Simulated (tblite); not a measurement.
Species: CH₄B₃N₂O₃ (doublet state).
SMILES with atom numbers: `[H]/[N:1]=[C:2]/[B:3]1[O:4][BH:5][O:6][B:7]([NH2:8])[O:9]1` (hydrogens: H10 on N1; H11 on B5; H12, H13 on N8)
Bond orders are those of one Lewis drawing.

Computed with GFN2-xTB (tblite), gas phase: L-BFGS steps from a force-field or distance-geometry start until the largest atomic force falls under 0.01 eV/Å.

Step 7: E = -709.0458 eV
```
atom  x, y, z in Å  |  force x, y, z in eV/Å
N1      3.0794   -0.7592   -0.7064    0.924  -0.024   0.142
C2      1.9135   -0.5216   -0.5189   -0.152   0.002   0.090
B3      0.8652    0.0114    0.3860    0.750  -0.126   0.538
O4      0.8222    1.4032    0.4396   -0.822  -0.650   0.115
B5     -0.4534    1.8633    0.4519   -0.134   0.011  -0.796
O6     -1.5104    1.0039    0.4528    0.309  -0.255   0.411
B7     -1.2486   -0.3530    0.4562   -0.081  -0.003  -0.183
N8     -1.9449   -1.2612   -0.3959   -0.413  -0.412   0.018
O9     -0.0567   -0.8585    0.9303   -0.096   1.131  -0.323
H10     3.7306   -0.6423    0.0731    0.457  -0.300  -0.364
H11    -0.6148    2.9225    0.0216   -0.197   0.662   0.427
H12    -2.8671   -1.5952   -0.2361   -0.499   0.026  -0.048
H13    -1.7193   -1.2127   -1.3718   -0.048  -0.062  -0.028
```

Step 8: E = -709.2508 eV
```
atom  x, y, z in Å  |  force x, y, z in eV/Å
N1      3.1474   -0.7500   -0.6937    0.718  -0.019   0.194
C2      1.9942   -0.5080   -0.4424   -0.175   0.056   0.370
B3      0.8455    0.0001    0.3660    1.410   0.054   0.291
O4      0.7842    1.4066    0.3954   -0.944  -0.881   0.187
B5     -0.4840    1.8742    0.4535   -0.139   0.330  -1.090
O6     -1.5614    1.0248    0.3964    0.679  -0.641   0.572
B7     -1.2937   -0.3356    0.4416   -0.090  -0.344  -0.244
N8     -1.9829   -1.3207   -0.3587   -0.230   0.062  -0.125
O9     -0.0836   -0.8651    0.8830   -0.384   1.442  -0.379
H10     3.8927   -0.7102    0.0141    0.010  -0.184  -0.406
H11    -0.6251    2.9768    0.0878   -0.209   0.247   0.565
H12    -2.9397   -1.5896   -0.2315   -0.166   0.200  -0.291
H13    -1.6979   -1.2028   -1.3291   -0.480  -0.321   0.355
```

Step 9: E = -709.4433 eV
```
atom  x, y, z in Å  |  force x, y, z in eV/Å
N1      3.2123   -0.7409   -0.6765    0.386  -0.042   0.163
C2      2.0676   -0.4995   -0.3780    0.008   0.058   0.520
B3      0.8562   -0.0105    0.3615    1.387   0.353   0.109
O4      0.7394    1.3972    0.3633   -0.540  -0.700   0.109
B5     -0.5140    1.8842    0.4314   -0.134   0.474  -0.990
O6     -1.5973    1.0354    0.3633    0.586  -0.756   0.488
B7     -1.3344   -0.3265    0.4216    0.055  -0.483  -0.151
N8     -2.0202   -1.3708   -0.3319   -0.305   0.500  -0.071
O9     -0.1067   -0.8463    0.8401   -0.472   1.139  -0.389
H10     4.0267   -0.7705   -0.0439   -0.319  -0.046  -0.330
H11    -0.6387    3.0324    0.1527   -0.196  -0.268   0.554
H12    -3.0074   -1.5829   -0.2316    0.327   0.340  -0.464
H13    -1.6878   -1.2007   -1.2895   -0.783  -0.569   0.451
```

**Question.** Estimate the geometry and energy of step 10. (The exact step hangs on the optimiser's Hessian estimate; all steps are aligned on step 9, rigid shifts and turns removed.)

**Answer.** E = -709.6185 eV, largest force 1.054 eV/Å
```
atom  x, y, z in Å  |  force x, y, z in eV/Å
N1      3.2589   -0.7353   -0.6591   -0.236  -0.053  -0.174
C2      2.1168   -0.4983   -0.3397    0.331   0.026   0.505
B3      0.8952   -0.0126    0.3754    0.532   0.555   0.069
O4      0.7023    1.3771    0.3505    0.177  -0.019  -0.111
B5     -0.5361    1.8916    0.3896   -0.098   0.277  -0.486
O6     -1.6091    1.0302    0.3626    0.109  -0.429   0.166
B7     -1.3570   -0.3295    0.4028    0.232  -0.344   0.047
N8     -2.0526   -1.3937   -0.3203   -0.119   0.676   0.115
O9     -0.1209   -0.8059    0.8096   -0.240   0.248  -0.326
H10     4.0954   -0.8074   -0.0869   -0.024   0.004   0.045
H11    -0.6535    3.0703    0.2013   -0.166  -0.626   0.382
H12    -3.0467   -1.5744   -0.2396    0.300   0.338  -0.449
H13    -1.6970   -1.2115   -1.2638   -0.799  -0.653   0.217
```

The energy changes by -0.1752 eV. The first-order estimate −F·Δx gives -0.2706 eV and the mean of the old and new forces, exact on a quadratic surface, -0.1746 eV. The step makes an angle of 62° with the force vector and moves no atom by more than 0.089 Å.

The cost below is that of the whole relaxation. On one thread of an Arm Neoverse V2 (shared host), this took 0.36 s.
